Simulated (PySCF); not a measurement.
From one molecule to another.

First species: Delta-valerolactone, C₅H₈O₂.
SMILES: `O=C1CCCCO1`

Second species: C4H5OPS.
SMILES: `COC1=PC=CS1`

Levels: CAM-B3LYP/def2-SVPD for HOMO energy, LUMO energy, HOMO–LUMO gap and static isotropic polarisability; TDDFT CAM-B3LYP/def2-SVPD for lowest singlet excitation; TDA CAM-B3LYP/def2-SVPD for lowest triplet excitation (Tamm–Dancoff). Geometries: GFN2-xTB. Each species is one conformer at its optimised geometry, gas phase, non-relativistic unless stated; the electronic structure was computed with PySCF and density fitting.

The conformers computed, where there is a choice (atom-mapped SMILES and torsion angles):
- `[CH3:1][O:2][c:3]1[p:4][cH:5][cH:6][s:7]1`: C1–O2–C3–P4 180°

The conformers of `O=C1CCCCO1` aren't listed.

(1) Which of the two has the higher T1 energy, and by how much?

(2) Which of the two has the higher static isotropic polarisability, and by how much?

(3) Which has the higher S1 energy?

(4) Which has the higher HOMO energy?

(5) Which of the two has the higher LUMO energy, and by how much?

(6) Which has the higher HOMO–LUMO gap?

Answers

(1) The first: 5.12 eV against 2.83 eV, a difference of 2.29 eV.

(2) The second: 93.2 au against 63.1 au, a difference of 30.1 au.

(3) The first: 5.62 eV against 4.63 eV, a difference of 0.99 eV.

(4) The second: -7.30 eV against -9.17 eV, a difference of 1.87 eV.

(5) The first: 0.90 eV against 0.12 eV, a difference of 0.78 eV.

(6) The first: 10.07 eV against 7.42 eV, a difference of 2.65 eV.

On the first: No computed singlet falls in the visible range (750 to 380 nm, 1.65 to 3.26 eV); S1 lies 2.36 eV above its blue end. The vertical singlet–triplet gap S1 − T1 is 0.50 eV (TDDFT singlet less Tamm–Dancoff triplet; S1: HOMO→LUMO+1, weight 0.51, beside HOMO→LUMO, weight 0.34; T1: HOMO→LUMO+1, weight 0.51, beside HOMO→LUMO, weight 0.32).

On the second: No computed singlet falls in the visible range (750 to 380 nm, 1.65 to 3.26 eV); S1 lies 1.37 eV above its blue end. The vertical singlet–triplet gap S1 − T1 is 1.80 eV (TDDFT singlet less Tamm–Dancoff triplet; S1: HOMO→LUMO, weight 0.95; T1: HOMO→LUMO, weight 0.95).
